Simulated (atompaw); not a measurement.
Reading a pseudo-wave (Zn (Z = 30))

Columns: radius, all-electron u(r) and pseudo u(r) of the 3p shell (level -123.91 eV) of zinc in the configuration [Ne] 3s2 3p6 3d9 4s0 4p0; PBE, non-relativistic, PAW (atompaw) scheme, atompaw 4.2.0.5.

```csv
r (bohr),all-electron,pseudo
0.046,0.3162,-0.0218
0.092,0.6258,-0.0857
0.138,0.6571,-0.1869
0.185,0.4597,-0.3211
0.231,0.1504,-0.4728
0.277,-0.1885,-0.6341
0.323,-0.5044,-0.7940
0.369,-0.7706,-0.9424
0.415,-0.9775,-1.0708
0.462,-1.1279,-1.1745
0.508,-1.2210,-1.2453
0.554,-1.2692,-1.2847
0.600,-1.2811,-1.2938
0.646,-1.2650,-1.2766
0.692,-1.2283,-1.2379
0.738,-1.1770,-1.1835
0.785,-1.1145,-1.1178
0.831,-1.0475,-1.0484
0.877,-0.9775,-0.9776
0.923,-0.9069,-0.9069
0.969,-0.8372,-0.8372
1.015,-0.7697,-0.7697
1.062,-0.7036,-0.7036
1.108,-0.6424,-0.6424
1.154,-0.5848,-0.5848
1.200,-0.5312,-0.5312
```

(1) How many radial nodes do the two functions have?

(2) At about which radius was the pseudo-wave matched?

(3) Is the pseudo-wave norm-conserving?

## Answers

(1) The all-electron 3p function has n − l − 1 = 1; the pseudo-wave has 0, since the states of the same l below it are removed with the core.

(2) 0.90 bohr, where the columns begin to agree (steps of 0.05 bohr).

(3) No, it belongs to a PAW set: the norm inside the radius is not constrained, and the difference is carried by the augmentation charge.
